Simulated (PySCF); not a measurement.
# Dipole moment and polarisability of Ti(NCO)4

Compound: Ti(NCO)4, C₄N₄O₄Ti (singlet state).
Geometry (PBE0-D3(BJ)/def2-SVP, Å), atoms numbered from 1 in this order:
```xyz
13
C4N4O4Ti angstrom
Ti    -0.032    0.003   -0.002
N     -0.004    0.003    1.856
C      0.034   -0.011    3.066
O      0.073   -0.023    4.229
N      1.713   -0.024   -0.634
C      2.862   -0.038   -1.018
O      3.963   -0.053   -1.390
N     -0.885    1.536   -0.615
C     -1.456    2.546   -0.966
O     -2.001    3.515   -1.306
N     -0.921   -1.506   -0.623
C     -1.418   -2.516   -1.072
O     -1.898   -3.483   -1.502
```

Level: wB97X-D/def2-SVPD (PySCF), static field, nuclei fixed, core orbitals frozen in the response. The polarisability tensor in these axes (au):

```
x   139.77  -2.05   0.77
y    -2.05 143.32   2.01
z     0.77   2.01 141.03
```

Task: Diagonalise the tensor; give its mean and Δα, where Δα² is half the sum of the squared differences of the eigenvalues.

Result: Principal values 137.96, 141.25 and 144.91 au; mean 141.37 au = 20.95 Å³ = 23.31 × 10⁻⁴⁰ C²·m²/J; Δα = 6.02 au (4 % of the mean).

Task: What is the dipole moment?

Result: 0.06 D at this geometry.

Task: Refractivity n − 1 of an ideal gas of it at 350 K and 1 atm, from the electronic α?

Result: N = p/kT = 2.0968 × 10¹⁹ cm⁻³, so n − 1 = 2π × N × 20.95 × 10⁻²⁴ cm³ = 2760 × 10⁻⁶ at long wavelengths, for an ideal gas.

Task: What are the principal values of the traceless quadrupole moment, Θ = ½Σq(3rr − r²1), about the centre of nuclear charge?

Result: -0.92, -0.03, 0.95 D·Å. The values depend on the origin, since the dipole doesn't vanish. The electronic extent ⟨r²⟩ about the same centre is 3397 bohr², a root-mean-square distance of 3.00 Å for the 106 electrons.

Task: Estimate the molar refractivity from the static electronic polarisability.

Result: Lorentz–Lorenz: R = (4π/3)N_A α = 2.5225 cm³/(mol·Å³) × 20.95 Å³ = 52.8 cm³/mol, in the limit of long wavelengths.

Task: What depolarisation ratio follows for Rayleigh scattering of linearly polarised light, taking the static tensor?

Result: ρ = 3Δα²/(45ᾱ² + 4Δα²) = 108.6/(899378 + 144.8) = 0.000121.

Task: Form Σ f/ω² (atomic units) for the 15 lowest TDDFT singlets, given as eV and f, and set it beside the mean polarisability, which is this sum over all singlets: 4.30, 0.0000; 4.31, 0.0000; 4.31, 0.0000; 4.57, 0.0478; 4.57, 0.0482; 4.58, 0.0478; 4.89, 0.0000; 4.90, 0.0000; 4.90, 0.0000; 5.03, 0.0000; 5.21, 0.0000; 5.21, 0.0000; 5.38, 0.0630; 5.39, 0.0632; 5.40, 0.0618.

Result: They add up to 9.90 au, 7.0 % of the 141.37 au; the largest single term is 1.71 au, from the state at 4.57 eV. Terms in order: 0.00, 0.00, 0.00, 1.70, 1.71, 1.69, 0.00, 0.00, 0.00, 0.00, 0.00, 0.00, 1.61, 1.61, 1.57 au. Higher excitations give the rest. The strengths listed sum to 0.332.

Isolated species at its PBE0-D3(BJ)/def2-SVP geometry, gas phase.
